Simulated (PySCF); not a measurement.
**Ionisation energy of Pd⁺ by level of theory**

Pd⁺ [Kr] 4d9 (2D) → Pd²⁺ [Kr] 4d8 (3F), as a difference of total energies. All numbers are calculated (PySCF 2.14, a scalar-relativistic core potential, in def2-TZVPPD with the def2 core potential (28 electrons) (6s4p3d2f1g, 56 functions)). Correlated levels: valence: 4s2 4p6 frozen. The calculations carry no spin-orbit coupling.

```tsv
method	ionisation energy (eV)
UHF	17.425
MP2 (valence)	19.340
SCS-MP2 (valence)	19.207
CCSD (valence)	19.052
CCSD(T) (valence)	19.149
```

Task: How much does correlation contribute at CCSD(T) (valence)?

Result: 19.149 − (17.425) = 1.724 eV, measured against UHF.

The reference lies between the lowest fine-structure levels, while these numbers refer to the centres of the terms.

Errors of the correlated levels include the incompleteness of this basis and the frozen core.

For comparison: 19.43 ± 0.12 eV (semi-empirical (NIST evaluation); NIST Atomic Spectra Database, ionization energies).
